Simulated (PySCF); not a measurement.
**Electron correlation in Rh (rhodium, neutral)**

[Kr] 4d9, 2D determinant (an excited configuration). All numbers are calculated (PySCF 2.14, a scalar-relativistic core potential, in def2-TZVPPD with the def2 core potential (28 electrons) (6s4p3d2f1g, 56 functions)). Frozen: nothing; 17 electrons correlated.

| level | correlation energy (mhartree) |
| --- | --- |
| CCSD | -553.38 |
| (T) | -19.10 |
| CCSD(T) | -572.48 |

Diagnostics: T1 = 0.057, D1 = 0.3269, largest double amplitude 0.044.

**Question.** Is a single reference adequate?

**Answer.** Largely. T1 is above 0.03 while the doubles stay small, so the singles mainly relax the orbitals.

The basis has no tight functions for the innermost shells, so their pair energies are far from complete.

This basis was not built for core-valence correlation, so the inner-shell part is incomplete.
